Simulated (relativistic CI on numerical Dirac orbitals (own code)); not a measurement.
# Hyperfine structure of Sm LX, mass number 149

Calculated at this level of theory: Dirac-Coulomb-Breit CI, separate exchange-only KLI orbitals for each configuration, a model potential for QED, unscaled Slater integrals (own radial code, finite nucleus).

Configurations in the expansion (outside the closed core 1s2): 2s, 2p, 3s, 3p, 3d, 4s, 4p, 4d, 4f, 5s, 5p, 5d, 5f, 5g. Levels of other configurations are missing.

Nuclear spin I = 7/2, μ = -0.6677 μN, Q = 0.075 b (tables of Stone and Pyykkö). The electronic factors are computed for point nuclear moments, without core polarisation or the Bohr-Weisskopf and QED corrections.

```tsv
Level	E (eV)	A (GHz)	B (GHz)
2s ²S1/2	0.00	-2172	
2p ²P°1/2	146.49	-699.5	
2p ²P°3/2	828.31	-94.94	72.6
3s ²S1/2	7475.59	-644.8	
3p ²P°1/2	7515.66	-213.8	
3p ²P°3/2	7718.56	-29.14	22.7
3d ²D3/2	7729.94	-16.86	4.43
3d ²D5/2	7790.00	-6.833	5.6
```

Levels with J = 0, under 50 % of one LS term, or S terms without an open s electron are left out. Small factors come from cancelling terms and can be off by tens of per cent or more.

At this charge energies of transitions that change n are usually good to better than 1 %, and those within a shell (Δn = 0) to a few per cent.

(1) Give the hyperfine levels of 2s ²S1/2 relative to its centre of gravity.

Answers

(1) With K = F(F + 1) − I(I + 1) − J(J + 1), E = AK/2: F = 3: 4888, F = 4: -3802 GHz.
